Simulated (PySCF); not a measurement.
## Correlation energy of Pt (platinum, neutral)

[Xe] 4f14 5d10, closed-shell 1S (an excited configuration). Computed with PySCF 2.14 in def2-TZVPPD with the def2 core potential (60 electrons), with a scalar-relativistic core potential. Frozen: nothing; 18 electrons correlated.

```
  level  correlation energy (mhartree)
   CCSD                        -520.67
    (T)                         -20.20
CCSD(T)                        -540.87
```

Diagnostics: T1 = 0.0080, D1 = 0.0149, largest double amplitude 0.030.

Problem. Is a single reference adequate?

Solution. Yes, within this model without spin-orbit coupling: T1 lies below 0.03 and no double amplitude reaches 0.07.

The basis has no tight functions for the innermost shells, so their pair energies are far from complete.

This basis was not built for core-valence correlation, so the inner-shell part is incomplete.
